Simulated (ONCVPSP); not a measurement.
Configuration tests for Cs (Z = 55) (ONCV)

ONCVPSP 4.0.1 input, shortened (lines: element, Z, core and valence counts, functional; n l f; lmax; l rc ep ncon nbas qcut; lloc lpopt rc5 dvloc0; l nproj debl; icmod fcfact rcfact), PW91, scalar-relativistic:

```
  Cs 55.00    9    3  -109134      upf
    1    0    2.00
    2    0    2.00
    2    1    6.00
    3    0    2.00
    3    1    6.00
    3    2   10.00
    4    0    2.00
    4    1    6.00
    4    2   10.00
    5    0    2.00
    5    1    6.00
    6    0    1.00
    2
    0    3.40    0.00    4    8    3.30
    1    2.30    0.00    5    9    4.20
    2    3.65    0.20    3    6    2.50
    4    5    1.80    6.00
    0    2    0.80
    1    1    0.70
    2    2    0.80
    0    0.00    0.00
```

In the d channel the program set the typed energies aside and used 0.050, 0.850 Ha.

Energies are relative to the spin-unpolarised reference configuration 5s2 5p6 6s1; without spin polarisation the order of configurations can differ from experiment.

```csv
valence configuration,charge,ΔE all-electron (eV),error AE − PS (meV)
5s2 5p6 6s0.5,+0.5,1.467,-0.1
5s2 5p5 6s1,+1,17.917,+6.7
```

(1) What are ΔE and the potential's error for 5s2 5p6 6s0?

(2) What are ΔE and the potential's error for 5s2 5p6 6s0 6p1?

Levels in the configuration 5s2 5p6 6s0:

```json
{"level": "5s", "all-electron (eV)": "-32.017", "pseudo (eV)": "-32.028"}
{"level": "5p", "all-electron (eV)": "-18.726", "pseudo (eV)": "-18.727"}
```

Answers

(1) ΔE = 3.893 eV all-electron; the error (AE − PS) is -0.2 meV.

(2) ΔE = 1.363 eV all-electron; the error (AE − PS) is +3.5 meV.
